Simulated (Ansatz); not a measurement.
Reaction (formal exchange of groups at the Si–S bond): `N[SiH2]S[SiH2]F` + `OB[SiH3]` → `OB[SiH2][SiH2]F` + `N[SiH2]S`

Program: Ansatz. Geometries: PBE0-D4/def2-TZVP. ΔE: electronic, gas phase. CBS: MP2 limit from def2 TZ/QZ plus the TZ coupled-cluster correction, frozen cores. Functionals use def2-TZVPP. Each species was taken in one conformer, which may not be the lowest.

| level | ΔE (kJ/mol) | difference from CCSD(T)/CBS |
| --- | --- | --- |
| PBE-D4 | 61.0 | -12.5 |
| r2SCAN-D4 | 70.4 | -3.1 |
| PBE0-D4 | 65.9 | -7.6 |
| ωB97X-V | 70.0 | -3.5 |
| ωB97M-V | 75.3 | 1.8 |
| PBE | 59.8 | -13.7 |
| r2SCAN | 70.1 | -3.4 |
| PBE0 | 64.8 | -8.7 |
| HF/def2-TZVPP | 81.6 | 8.1 |
| MP2/def2-TZVPP | 82.7 | 9.2 |
| CCSD/def2-TZVPP | 72.4 | -1.1 |
| HF/def2-QZVPP | 82.3 | 8.8 |
| MP2/def2-QZVPP | 83.7 | 10.2 |
| SCS-MP2/def2-QZVPP | 81.9 | 8.4 |
| HF/CBS(def2) | 82.4 | 8.9 |
| CCSD/CBS(def2) | 73.8 | 0.3 |
| CCSD(T)/CBS | 73.5 | 0 |

Largest T1 diagnostic among the species: 0.014.

From PBE to PBE0 (25 % exact exchange), in def2-TZVPP and without D4, ΔE moves by +4.9 kJ/mol.
